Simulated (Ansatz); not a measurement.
Here is a job for Ansatz (a first-principles code).
Ansatz 0.2 input:
```yaml
crystal:
  periodic: [false, false, false]
  atoms:
    - {symbol: Sb, position_ang: [-0.00000000, -0.00000000, -1.26045579]}
    - {symbol: Sb, position_ang: [0.00000000, 0.00000000, 1.26045579]}
basis:
  gaussian:
    orbitals: STO-3G
hamiltonian:
  xc: hse06
total_charge: -1
magnetization: {spin_polarized: true, initial_magnetization: 1}
```

Task: Give the <S^2> at the level Ansatz with HSE06/STO-3G.

Result: 0.750

Task: What total energy does HSE06/STO-3G give?

Result: -12506.2729 Eh

Task: Predict the number of basis functions from HSE06/STO-3G.

Result: 54

A gas-phase anion may not be bound at this level; its values then depend on the basis.
